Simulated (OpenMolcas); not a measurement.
## Cr II: effect of correlating more closed shells

| Quantity | Value |
| --- | --- |
| Program | OpenMolcas 26.06 |
| Basis | ANO-RCC-VTZP [6s5p3d2f1g] |
| Scalar Hamiltonian | DKH2, point nucleus |
| Active space | 5 electrons in 5 orbitals (3d) |
| State averaging | 2S+1 = 6 even, 1 root; 2S+1 = 4 even, 24 roots; 2S+1 = 2 even, 75 roots (53 in the spin-orbit step) |
| Spin-orbit coupling | RASSI with atomic mean-field integrals over the reference wave functions, term energies averaged over their components |

Methods on the same reference wave functions:
A. CASSCF
B. MS-CASPT2, IPEA 0.25 Eh, imaginary shift 0.1 Eh (closed shells correlated: none)
C. MS-CASPT2, IPEA 0.25 Eh, imaginary shift 0.1 Eh (closed shells correlated: 3s 3p)
D. MS-CASPT2, IPEA 0.25 Eh, imaginary shift 0.1 Eh (closed shells correlated: 2s 2p 3s 3p)

Energies in cm⁻¹ above 3d⁵ ⁶S_5/2, the measured ground level; measured values from NIST Handbook of Basic Atomic Spectroscopic Data.

```csv
Level,A,B,C,D,Measured
3d⁵ ⁶S_5/2,0.0,0.0,0.0,0.0,0.0
3d⁵ ⁴G_5/2,26124,22830,21200,21220,20512
3d⁵ ⁴G_7/2,26131,22840,21200,21230,20518
3d⁵ ⁴G_11/2,26132,22840,21210,21230,20512
3d⁵ ⁴G_9/2,26135,22840,21210,21240,20519
3d⁵ ⁴P_5/2,29993,23890,22840,22830,21823
3d⁵ ⁴P_3/2,30012,23910,22860,22850,21824
3d⁵ ⁴P_1/2,30033,23920,22880,22870,21824
3d⁵ ⁴D_7/2,32501,27440,25470,25470,
3d⁵ ⁴D_1/2,32522,27460,25500,25490,
3d⁵ ⁴D_3/2,32540,27470,25510,25510,
3d⁵ ⁴D_5/2,32546,27470,25520,25510,
3d⁵ ²I_11/2,37074,33350,31070,31140,
3d⁵ ²I_13/2,37090,33380,31100,31160,
3d⁵ ²D_5/2,41767,34600,32700,32710,
3d⁵ ²D_3/2,41996,34840,32900,32910,
3d⁵ ²F_7/2(1),42725,35570,33770,33780,
3d⁵ ²F_5/2(1),42996,35820,34030,34040,
3d⁵ ⁴F_9/2,43682,36570,34830,34820,
3d⁵ ⁴F_7/2,43695,36580,34840,34830,
3d⁵ ⁴F_5/2,43721,36610,34860,34850,
3d⁵ ⁴F_3/2,43742,36620,34880,34870,
3d⁵ ²H_9/2,45376,39110,37210,37250,
3d⁵ ²H_11/2,45438,39180,37300,37330,
```

Deviations, from unrounded energies. A percentage is the sum of absolute deviations over the sum of measured energies, with the sign that they share, or ± where signs differ.

```csv
Against measurement,Levels,A,B,C,D
mean absolute deviation (cm-1),7,6700,2200,840,850
other terms of the ground configuration (%),7,+31.9,+10.5,+4.0,+4.0
```

C, D lie about equally close to measurement and A furthest from it. The largest miss of C in the table is 3d⁵ ⁴P_1/2, by +1100 cm-1. The ranking rests on the paired levels alone, and a cruder setting can come out closer through cancelling errors.

Among B to D the level of the table that moves most is 3d⁵ ²I_13/2, by 2300 cm-1 (lowest in C, highest in B). Moves below CASPT2's spread within the term are not significant.

The two smallest mean deviations differ by little beside CASPT2's spread within terms, so their order carries little weight.

From A to B the spin-free energies of the other terms of 3d⁵ shown, above ⁶S, scale by factors of 0.80 to 0.90, as is usual when dynamic correlation screens the repulsion within a d or f shell.

The lowest spin-free term lies below A's lowest term by 0.092 hartree in B, 0.447 hartree in C, 0.488 hartree in D.

What an inner shell adds also hangs on whether the basis holds functions to correlate it.

CASPT2 breaks the degeneracy within a term, and the mean is taken; among the terms shown or strongly mixed into the levels shown the widest spread is 1200 cm-1 (3d⁵ ⁴F, D). Some high roots are left out of the spin-orbit mixing, which shifts the levels that they would mix with. Without dynamic correlation excited terms often stand tens of per cent too high (terms of higher spin than the ground term too low), and those without a measured partner can miss by more than the paired ones (holds for A). The CASPT2 spread within a term exceeds the gap to the next term for 3d⁵ ²F(1) and 3d⁵ ⁴F, so the order of their levels is uncertain, and so are names and mixing where such terms share a J (holds for C; D). Computed and measured levels are paired by configuration, term and J; levels that our copy of the source lacks, or whose pairing is in doubt (as where it misses far off the trend of its configuration), stay unpaired and out of the deviations. Only configurations of the active space appear. The table leaves out levels that lie high or whose names do not pair safely across all columns.

A number in round brackets counts repeated terms of one configuration in the order of the reference energies.
